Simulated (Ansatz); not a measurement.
`[ZnH][S][GaH2]` + H₂ → `[ZnH2]` + `[SH][GaH2]`  (hydrogenolysis of a Zn–S bond)

Program: Ansatz. Geometries: PBE0-D4/def2-TZVP. ΔE: electronic, gas phase. CBS: MP2 limit from def2 TZ/QZ plus the TZ coupled-cluster correction, frozen cores. This one scheme is used for every species. DFT in def2-TZVPP. B3LYP here is the variant with VWN-RPA as its local correlation; programs differ in this. For Ga, Zn outer-core shells are correlated without core-valence functions, which leaves a few kJ/mol of doubt a bond. Scalar relativity is left out up to krypton.

`[ZnH][S][GaH2]`:

```xyz
6

Zn   -0.442   -1.495    1.010
S    -0.389    0.638    1.410
Ga    0.289    1.169   -0.609
H    -0.488   -3.003    0.750
H     0.517    0.010   -1.646
H     0.513    2.682   -0.914
```

H₂:

```xyz
2

H     0.140   -0.194   -0.286
H    -0.140    0.194    0.286
```

`[ZnH2]`:

```xyz
3

Zn    0.000    0.000    0.000
H     1.335    0.439   -0.640
H    -1.335   -0.439    0.640
```

`[SH][GaH2]`:

Cartesian coordinates in Å:
```
S 0.085 1.572 -0.266
Ga -0.363 -0.569 -0.040
H 1.319 1.490 0.257
H -1.774 -1.007 -0.537
H 0.733 -1.486 0.586
```

```tsv
level	ΔE (kJ/mol)
r2SCAN0-D4	93.0
BLYP	75.3
B3LYP	77.2
MP2/def2-QZVPP	104.1
```

**Question.** What does CCSD(T)/CBS give? (Estimate.)

**Answer.** The calculation gave: +97.8 kJ/mol. The listed levels differ from it by -4.8, -22.5, -20.6, 6.3 kJ/mol.

**Question.** What do rigid-rotor, harmonic-oscillator terms from PBE0-D4/def2-TZVP frequencies (298.15 K, 1 bar) make of the CCSD(T)/CBS value? (Best estimate.)

**Answer.** Ansatz gave: ΔZPE = +6.3 kJ/mol, ΔH = +100.1 kJ/mol, ΔS = 11 J/(mol·K), ΔG = +96.7 kJ/mol.

Largest T1 diagnostic among the species: 0.016.

From BLYP to BHLYP (50 % exact exchange), in def2-TZVPP and without D4, ΔE moves by +3.0 kJ/mol. Leaving LDA and LC-ωPBE aside and taking each functional with its dispersion term where it has one, the values, not all of them listed here, spread over 15.9 kJ/mol, from B97M-V to r2SCAN-D4. The D4 term adds +7.3 kJ/mol with B3LYP and +3.9 kJ/mol with PBE0; it sums over pairs of atoms, weighted by their polarisabilities, and B3LYP, whose exchange is more repulsive, gets the larger term.
